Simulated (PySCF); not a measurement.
Ionisation energy along the 3-electron series

Calculated with PySCF 2.14 and a two-component X2C-1e Hamiltonian (Gaussian nucleus, no Breit or QED terms), each ion in its own even-tempered basis scaled to its charge; GMP2 freezes nothing and drops the highest virtual spinors. Values in eV. NIST values: (m) measured, (s) semi-empirical, (t) theoretical.

| ion | configuration | GHF (screened spin-orbit) | GMP2 (screened spin-orbit) | NIST |
| --- | --- | --- | --- | --- |
| Ru⁴¹⁺ | [He] 2s1 | 6315.9 | 6316.0 | 6311.7 (t) |
| Pd⁴³⁺ | [He] 2s1 | 6947.9 | 6948.1 | 6943.1 (t) |

Fill in the row of Rh⁴²⁺.

configuration: [He] 2s1; GHF (screened spin-orbit): 6627.7; GMP2 (screened spin-orbit): 6627.9; NIST: 6623.3 (t).
